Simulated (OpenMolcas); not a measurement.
Fe3+ among 2 point charges of -1.5 e arranged as a linear pair (D∞h), 1.69 Å from the ion.

```
Program             : OpenMolcas
Method              : CASSCF
Basis               : ANO-RCC-VDZP [5s4p2d1f]
Scalar Hamiltonian  : DKH2, point nucleus
Active space        : 5 electrons in 5 orbitals (3d)
State averaging     : 2S+1 = 6 even, 1 root; 2S+1 = 4 even, 24 roots; 2S+1 = 2 even, 75 roots
Spin-orbit coupling : RASSI with atomic mean-field integrals over the reference wave functions
```

Question: What is the spin-free ground state (labels by Λ)?

Answer: 6Σ, 1-fold in its orbital part, 100 % from free-ion S terms; it has the highest spin that d5 allows.

Question: What are the lowest two levels with spin-orbit coupling?

Answer: A 2-fold level with g = 0.00, 0.00, 10.01, then a 2-fold level 0.8 cm-1 above it. Their leading multiplicities are 6 (100 %) and 6 (100 %).

Question: What is χT at 300 K, and how does it compare with the textbook value?

Answer: The lowest level has 2S+1 = 6, for which the spin-only value is χT = S(S+1) / 2 = 4.375 cm3 K/mol (g = 2). The computed 4.386 at 300 K differs by +0.011, little more than the free-electron g of 2.0023 accounts for.

Without dynamic correlation the repulsion within the d shell is too large (B by tens of per cent), so at a given field states of lower spin stand too high. This is an electrostatic model: the charges have no orbitals. No measured value stands beside these numbers.
